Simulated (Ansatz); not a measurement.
Two members of one family (E4), computed with Ansatz in the gas phase; def2 core potentials for Sb, no spin–orbit coupling. Binding counts from free atoms in the multiplicity of their measured ground term, without zero-point energy. A dash marks a value that wasn't run or was left out as unsound. The structures are stationary points that may keep the symmetry of their start. Remarks come from the PBE and PBE0 runs and from stability tests at other levels; not every state was tested. HOMO above LUMO (over both spins in singlets and doublets, within one spin in higher multiplets; at PBE or PBE0), or a gap under 0.15 eV within one spin, warns that the state may not be the lowest or that an electron is smeared out.

First: PPSbSb tetrahedron (singlet, charge 0, r2SCAN-D4/def2-SVP geometry).

Cartesian coordinates in Å:
```
P 0.891 0.256 -1.103
P 0.756 -0.945 0.781
Sb -0.241 1.402 0.876
Sb -1.406 -0.712 -0.555
```

```tsv
level	HOMO (eV)	LUMO (eV)	gap (eV)	vertical IE (eV)	vertical triplet (eV)	binding per atom (eV)
LDA (SPW92)/def2-TZVP	-5.91	-2.49	3.42	–	–	3.40
PBE-D4/def2-SVP	-5.76	-2.24	3.52	–	–	2.74
PBE-D4/def2-TZVP	-5.74	-2.29	3.45	8.29	3.00	2.85
r2SCAN-D4/def2-TZVP	-5.98	-2.21	3.77	8.40	2.93	2.59
PBE0-D4/def2-SVP	-6.69	-1.66	5.04	–	–	2.50
```

Remarks: gap within one spin near zero at PBE or PBE0 (+1 doublet).

Second: PPAsSb tetrahedron (singlet, charge 0, r2SCAN-D4/def2-SVP geometry).

```xyz
4

P     0.5666    1.2698    0.2472
P     0.8156   -0.5590   -1.0083
As   -1.3490    0.2254   -0.5961
Sb   -0.0331   -0.9361    1.3572
```

Q: What does the change do? Estimate second minus first.

A: 
```
                level  Δ HOMO (eV)  Δ LUMO (eV)  Δ gap (eV)  Δ vertical IE (eV)  Δ vertical triplet (eV)  Δ binding per atom (eV)
LDA (SPW92)/def2-TZVP        -0.21         0.10        0.30                   –                        –                     0.16
      PBE-D4/def2-SVP        -0.22         0.10        0.33                   –                        –                     0.14
     PBE-D4/def2-TZVP        -0.21         0.09        0.31                0.32                     0.31                     0.14
  r2SCAN-D4/def2-TZVP        -0.22         0.09        0.31                0.32                     0.35                     0.16
     PBE0-D4/def2-SVP        -0.24         0.15        0.39                   –                        –                     0.14
```

Remarks: gap within one spin near zero at PBE or PBE0 (+1 doublet).
